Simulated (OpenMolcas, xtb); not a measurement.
How methods differ on CH3AlF2 (SMILES [CH3][Al]([F])[F])

The species is CH3AlF2 (7 atoms), meant as a singlet with charge 0. As SMILES, `[CH3][Al]([F])[F]`. Geometry: relaxed at PBE0-D4/def2-TZVP.

```xyz
7

C    -0.2536    0.8259   -0.2387
Al    0.2931   -0.9562    0.2455
F     1.5132   -1.2195    1.3155
F    -0.4234   -2.2976   -0.3786
H    -1.0758    0.8160   -0.9561
H    -0.5734    1.3845    0.6451
H     0.5811    1.3789   -0.6782
```

Each level gives the energy change with the C1–H6 bond stretched from 1.093 to 1.968 Å (eV). The values are calculated.

```
                                                  level                   kind     program  value (eV)  less CCSD(T)/def2-SVPD
                                               GFN1-xTB         semi-empirical         xtb        3.17                    0.00
                              HF/def2-SVPD (restricted)           Hartree–Fock  OpenMolcas        3.81                   +0.64
                           SVWN5/def2-SVPD (restricted)                    LDA  OpenMolcas        3.24                   +0.07
                            BLYP/def2-SVPD (restricted)                    GGA  OpenMolcas        3.08                   -0.09
                            TPSS/def2-SVPD (restricted)               meta-GGA  OpenMolcas        3.25                   +0.08
                            PBE0/def2-SVPD (restricted)          global hybrid  OpenMolcas        3.47                   +0.30
                          B2PLYP/def2-SVPD (restricted)          double hybrid  OpenMolcas        3.41                   +0.24
                             MP2/def2-SVPD (restricted)    perturbation theory  OpenMolcas        3.53                   +0.36
CCSD(T)/def2-SVPD (Cholesky decomposition) (restricted)  coupled cluster or CI  OpenMolcas        3.17                    0.00
```

Differences are taken from CCSD(T)/def2-SVPD (Cholesky decomposition) (restricted) for orientation; it has basis-set and higher-order errors of its own. At this stretch a single reference begins to fail. The first shape isn't each level's own minimum. The values span 3.08 to 3.81 eV.
